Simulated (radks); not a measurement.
Values are calculated unless marked as measured or tabulated.
Cl2+, 15 electrons, occupied as [Ne] 3s2 3p3 (the NIST ground configuration). Code: a radial shooting solver on a logarithmic mesh with Libxc functionals. Model: scalar-relativistic Kohn-Sham, PBEsol, spin-polarised, spherical densities, finite nucleus; open shells are filled with parallel spins first; Fermi nuclear charge, rms radius 3.3654 fm.

Normalised radial functions P(r) = r R(r), r in bohr:

| r | 2p down | 3s down |
|---|---|---|
| 0.00424 | 0.0029 | 0.0531 |
| 0.004781 | 0.0036 | 0.0593 |
| 0.00539 | 0.0046 | 0.0660 |
| 0.006078 | 0.0057 | 0.0735 |
| 0.006853 | 0.0072 | 0.0817 |
| 0.007665 | 0.0089 | 0.0900 |
| 0.008642 | 0.0112 | 0.0996 |
| 0.009744 | 0.0141 | 0.1101 |
| 0.01099 | 0.0177 | 0.1213 |
| 0.01239 | 0.0221 | 0.1332 |
| 0.01397 | 0.0277 | 0.1459 |
| 0.01575 | 0.0346 | 0.1591 |
| 0.01775 | 0.0432 | 0.1727 |
| 0.02002 | 0.0538 | 0.1866 |
| 0.02257 | 0.0668 | 0.2003 |
| 0.02545 | 0.0828 | 0.2137 |
| 0.02869 | 0.1023 | 0.2260 |
| 0.03235 | 0.1260 | 0.2369 |
| 0.03648 | 0.1546 | 0.2456 |
| 0.04113 | 0.1890 | 0.2511 |
| 0.04637 | 0.2300 | 0.2527 |
| 0.05186 | 0.2750 | 0.2495 |
| 0.05848 | 0.3312 | 0.2402 |
| 0.06593 | 0.3964 | 0.2237 |
| 0.07434 | 0.4712 | 0.1987 |
| 0.08382 | 0.5558 | 0.1645 |
| 0.0945 | 0.6499 | 0.1204 |
| 0.1066 | 0.7529 | 0.0663 |
| 0.1201 | 0.8629 | 0.0026 |
| 0.1355 | 0.9778 | -0.0693 |
| 0.1527 | 1.0938 | -0.1469 |
| 0.1722 | 1.2066 | -0.2267 |
| 0.1942 | 1.3107 | -0.3042 |
| 0.2189 | 1.3997 | -0.3733 |
| 0.2468 | 1.4671 | -0.4276 |
| 0.2783 | 1.5065 | -0.4599 |
| 0.3138 | 1.5126 | -0.4636 |
| 0.3509 | 1.4851 | -0.4364 |
| 0.3957 | 1.4189 | -0.3709 |
| 0.4461 | 1.3167 | -0.2672 |
| 0.503 | 1.1831 | -0.1281 |
| 0.5672 | 1.0260 | 0.0397 |
| 0.6395 | 0.8556 | 0.2254 |
| 0.721 | 0.6834 | 0.4151 |
| 0.8129 | 0.5206 | 0.5930 |
| 0.9166 | 0.3765 | 0.7437 |
| 1.033 | 0.2570 | 0.8531 |
| 1.165 | 0.1645 | 0.9117 |
| 1.314 | 0.0981 | 0.9152 |
| 1.481 | 0.0540 | 0.8658 |
| 1.67 | 0.0272 | 0.7726 |
| 1.883 | 0.0124 | 0.6498 |
| 2.123 | 0.0050 | 0.5142 |
| 2.375 | 0.0019 | 0.3902 |
| 2.677 | 0.0006 | 0.2718 |
| 3.019 | 0.0002 | 0.1757 |
| 3.404 | 0.0000 | 0.1046 |
| 3.838 | 0.0000 | 0.0568 |
| 4.327 | 0.0000 | 0.0278 |
| 4.879 | 0.0000 | 0.0121 |
| 5.501 | 0.0000 | 0.0047 |

2p down: eigenvalue -218.56 eV, 0 radial nodes, <r> = 0.406 bohr, 90 % of the charge inside 0.675 bohr. 3s down: eigenvalue -42.220 eV, 2 radial nodes at r = 0.121, 0.552 bohr, <r> = 1.45 bohr, 90 % of the charge inside 2.17 bohr.
